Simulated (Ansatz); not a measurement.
ClH3Ti (SMILES [Cl][TiH3]) moved off its minimum; all values from Ansatz (a quantum-chemistry and plane-wave program), cores frozen in correlated methods.
(charge 0, multiplicity 1)
```xyz
5

Ti     0.69717    -0.26063     0.52995
Cl    -0.95804     0.33224    -0.75857
H      2.10578     0.15627    -0.15502
H      0.41564     0.41011     2.04620
H      0.64081    -1.96232     0.66024
```

Forces at r2SCAN/def2-TZVPP (eV/Å):

| atom | Fx | Fy | Fz |
|---|---|---|---|
| Ti1 | -1.053 | -0.569 | 0.170 |
| Cl2 | 0.153 | -0.017 | 0.068 |
| H3 | 0.836 | 0.335 | -0.379 |
| H4 | 0.054 | 0.122 | 0.147 |
| H5 | 0.010 | 0.129 | -0.007 |

Task: Give the forces (eV/Å), the total energy and the dipole at CCSD(T)/def2-TZVPPD.

Result: 
```json
[
 {"atom": "Ti1", "Fx": "-1.144", "Fy": "-0.555", "Fz": "0.147"},
 {"atom": "Cl2", "Fx": "-0.072", "Fy": "0.063", "Fz": "-0.108"},
 {"atom": "H3", "Fx": "1.082", "Fy": "0.361", "Fz": "-0.430"},
 {"atom": "H4", "Fx": "0.075", "Fy": "0.165", "Fz": "0.347"},
 {"atom": "H5", "Fx": "0.058", "Fy": "-0.033", "Fz": "0.043"}
]
```
Energy -1310.0517 hartree, dipole 0.88 D.
